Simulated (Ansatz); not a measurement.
`[F][Ga][Cl]` radical, relaxed with UKS PBE-D4/def2-SVP in the Gaussian-basis code of Ansatz from a rough embedded geometry. The force threshold is 0.03 eV/Å; the program also tests the step.

The species carries charge 0 and has multiplicity 2.

Start:

```xyz
3

F    -1.057   -0.510    1.369
Ga   -0.363   -0.192   -0.160
Cl    1.420    0.702   -1.209
```

(1) By how much does the energy fall, and how many steps does the optimiser take? (Best estimate.)

(2) Which bonds change most? (An estimate is asked.)

(3) Give the relaxed structure. (Best estimate.)

## Answers

(1) Ansatz gave: 0.27 eV, in 5 steps, 1 of them rejected.

(2) Computed: F1–Ga2 from 1.709 to 1.781 Å; Ga2–Cl3 from 2.253 to 2.193 Å.

(3) Ansatz gave: 
```xyz
3

F    -0.847   -0.401    1.373
Ga   -0.512   -0.276   -0.371
Cl    1.360    0.677   -1.002
```
